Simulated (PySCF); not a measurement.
# First hyperpolarisability: `InChI=1S/C9H8O2/c1-7-3-2-4-8(5-10)9(7)6-11/h2-6H,1H3`

Geometry:
```tsv
atom	x (Å)	y (Å)	z (Å)
C1	-2.394	-0.590	-0.478
C2	-1.097	0.077	-0.133
C3	-1.121	1.440	0.198
C4	0.031	2.140	0.529
C5	1.253	1.478	0.533
C6	1.327	0.120	0.211
C7	2.709	-0.434	0.260
O8	3.075	-1.561	0.045
C9	0.147	-0.597	-0.126
C10	0.227	-2.048	-0.461
O11	-0.729	-2.723	-0.772
H12	-2.373	-1.009	-1.494
H13	-2.598	-1.445	0.181
H14	-3.221	0.131	-0.403
H15	-2.083	1.959	0.192
H16	-0.024	3.201	0.782
H17	2.170	2.015	0.788
H18	3.459	0.350	0.540
H19	1.243	-2.486	-0.407
```

Computed, not measured: quadratic response CAM-B3LYP/aug-cc-pVDZ first hyperpolarisability, Taylor convention, gas phase in PySCF 2.14.0. Geometry: PBE0-D3(BJ)/def2-SVP.

Task: Give β for the processes computed.

Result: In au, Taylor convention; the vector part is βᵢ = ⅓ Σⱼ (βᵢⱼⱼ + βⱼᵢⱼ + βⱼⱼᵢ); β∥ is 3/5 of the vector part along the dipole, the dipole points from − to +:
```
                   process  λ (nm)  β vector norm     β∥  β HRS  depolarisation ratio
           static β(0;0,0)       ∞          344.7   44.8  137.3                  5.75
second harmonic β(−2ω;ω,ω)    1907          378.4   59.1  150.4                  5.94
         Pockels β(−ω;ω,0)    1907          355.3   49.2      –                     –
second harmonic β(−2ω;ω,ω)    1064          478.7  102.9  188.8                  6.48
         Pockels β(−ω;ω,0)    1064          381.1   60.2      –                     –
```

Task: Which lowest excitations, dipole and polarisabilities go with it?

Result: S1 3.16 eV (f = 0.000); S2 3.84 eV (f = 0.000); S3 4.49 eV (f = 0.084); dipole 5.05 D; isotropic α 114.3 au static, 114.8 au at 1907 nm, 116.0 au at 1064 nm, 116.5 au at 953.5 nm, 122.1 au at 532 nm.
